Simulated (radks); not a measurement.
Problem. The fluorine ion F2+, configuration [He] 2s2 2p3. Calculated with a radial shooting solver on a logarithmic mesh with Libxc functionals: Dirac Kohn-Sham, PBEsol, spin-unpolarised, spherical densities, finite nucleus; open shells fill j = l - 1/2 first; Fermi nuclear charge, rms radius 2.8976 fm. Some entries of the table are withheld. Estimate them.

| orbital | occ. | eigenvalue (eV) | r(max) (bohr) | <r> (bohr) |
|---|---|---|---|---|
| 1s1/2 | 2 | (1) | 0.1146 | 0.1765 |
| 2s1/2 | 2 | -67.7403 | 0.7371 | 0.9195 |
| 2p1/2 | 2 | (2) | 0.6522 | 0.8957 |
| 2p3/2 | 1 | (3) | 0.6533 | 0.8971 |

Solution. 
(1) 1s1/2 eigenvalue (eV): -707.9095
(2) 2p1/2 eigenvalue (eV): -48.9201
(3) 2p3/2 eigenvalue (eV): -48.8335
